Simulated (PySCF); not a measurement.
C4H3N2, multiplicity 2. Atoms are numbered in the order given.

```xyz
9

C      0.0000     0.0000     1.3654
C      0.0000    -1.2009     0.6893
N      0.0000    -1.1915    -0.6486
C      0.0000     0.0000    -1.2385
N      0.0000     1.1915    -0.6486
C      0.0000     1.2009     0.6893
H      0.0000    -2.1749     1.1913
H      0.0000     0.0000    -2.3352
H      0.0000     2.1749     1.1913
```
Charge 0, spin multiplicity 2.

The structure is a stationary point at PBE0-D3(BJ)/def2-SVP. The isomer is the one that the SMILES or the coordinates give; other isomers of the formula were not compared.

The numbers are results of PBE0-D3(BJ)/def2-SVP (PySCF), not measurements.

Harmonic, unscaled wavenumbers; measured fundamentals usually lie a few per cent lower.

Computed harmonic wavenumbers and intensities:
```json
[
 {"mode": "1", "ν (cm⁻¹)": "378", "IR (km/mol)": "0.1", "moving atoms (share of kinetic energy)": "C 65 %, H 24 %, N 11 %"},
 {"mode": "2", "ν (cm⁻¹)": "405", "IR (km/mol)": "0.0", "moving atoms (share of kinetic energy)": "N 52 %, C 30 %, H 19 %"},
 {"mode": "3", "ν (cm⁻¹)": "568", "IR (km/mol)": "27.1", "moving atoms (share of kinetic energy)": "N 51 %, C 45 %"},
 {"mode": "4", "ν (cm⁻¹)": "696", "IR (km/mol)": "9.5", "moving atoms (share of kinetic energy)": "C 73 %, N 23 %"},
 {"mode": "5", "ν (cm⁻¹)": "716", "IR (km/mol)": "35.9", "moving atoms (share of kinetic energy)": "H 44 %, N 29 %, C 27 %"},
 {"mode": "6", "ν (cm⁻¹)": "907", "IR (km/mol)": "3.2", "moving atoms (share of kinetic energy)": "H 53 %, C 41 %"},
 {"mode": "7", "ν (cm⁻¹)": "979", "IR (km/mol)": "0.0", "moving atoms (share of kinetic energy)": "H 70 %, C 29 %"},
 {"mode": "8", "ν (cm⁻¹)": "1003", "IR (km/mol)": "9.1", "moving atoms (share of kinetic energy)": "N 67 %, C 31 %"},
 {"mode": "9", "ν (cm⁻¹)": "1007", "IR (km/mol)": "0.0", "moving atoms (share of kinetic energy)": "H 64 %, C 34 %"},
 {"mode": "10", "ν (cm⁻¹)": "1096", "IR (km/mol)": "4.2", "moving atoms (share of kinetic energy)": "C 72 %, H 26 %"},
 {"mode": "11", "ν (cm⁻¹)": "1151", "IR (km/mol)": "0.2", "moving atoms (share of kinetic energy)": "C 59 %, H 36 %"},
 {"mode": "12", "ν (cm⁻¹)": "1201", "IR (km/mol)": "11.7", "moving atoms (share of kinetic energy)": "H 48 %, C 34 %, N 18 %"},
 {"mode": "13", "ν (cm⁻¹)": "1304", "IR (km/mol)": "0.4", "moving atoms (share of kinetic energy)": "C 58 %, N 29 %, H 13 %"},
 {"mode": "14", "ν (cm⁻¹)": "1331", "IR (km/mol)": "0.4", "moving atoms (share of kinetic energy)": "H 77 %, C 18 %"},
 {"mode": "15", "ν (cm⁻¹)": "1437", "IR (km/mol)": "34.4", "moving atoms (share of kinetic energy)": "H 41 %, N 32 %, C 28 %"},
 {"mode": "16", "ν (cm⁻¹)": "1455", "IR (km/mol)": "8.1", "moving atoms (share of kinetic energy)": "H 45 %, C 41 %, N 14 %"},
 {"mode": "17", "ν (cm⁻¹)": "1580", "IR (km/mol)": "36.2", "moving atoms (share of kinetic energy)": "C 59 %, N 36 %"},
 {"mode": "18", "ν (cm⁻¹)": "1651", "IR (km/mol)": "64.9", "moving atoms (share of kinetic energy)": "C 80 %, N 15 %"},
 {"mode": "19", "ν (cm⁻¹)": "3190", "IR (km/mol)": "12.4", "moving atoms (share of kinetic energy)": "H 92 %, C 8 %"},
 {"mode": "20", "ν (cm⁻¹)": "3192", "IR (km/mol)": "5.6", "moving atoms (share of kinetic energy)": "H 92 %, C 8 %"},
 {"mode": "21", "ν (cm⁻¹)": "3195", "IR (km/mol)": "0.0", "moving atoms (share of kinetic energy)": "H 91 %, C 9 %"}
]
```
